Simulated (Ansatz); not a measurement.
```xyz
17

C     0.7860   -1.3860   -0.1713
C     0.0428   -0.1664   -0.6826
C    -1.1407   -0.5301   -1.5655
S    -0.5958    0.8326    0.6696
C     0.8386    1.3471    1.5746
O    -1.3797   -0.0148    1.5300
O    -1.1868    2.0143    0.0989
H     1.1006   -2.0000   -1.0181
H     1.6811   -1.1235    0.3949
H     0.1356   -1.9881    0.4657
H     0.7154    0.5086   -1.2219
H    -1.6672    0.3595   -1.9106
H    -1.8444   -1.1626   -1.0208
H    -0.7829   -1.0845   -2.4353
H     0.4604    2.0237    2.3416
H     1.3192    0.4889    2.0394
H     1.5178    1.8812    0.9113
```

Charge 0, multiplicity 1.

Question: List the PBE/def2-TZVPP orbital energies in eV (the Gaussian-basis code of Ansatz). (Best estimate.)

Answer: The calculation gave: Occupied: -2400.06, -509.77, -509.74, -270.14, -269.82, -269.24, -269.05, -212.31, -158.43, -158.42, -158.41, -27.64, -24.86, -20.63, -19.11, -17.45, -16.14, -13.88, -12.70, -11.84, -11.61, -11.35, -10.76, -10.36, -10.21, -9.77, -9.56, -8.89, -8.79, -7.81, -7.49, -7.03, -6.77. Lowest empty: -0.09, 0.54, 0.93, 1.03, 1.30, 1.57, 1.71, 1.87.
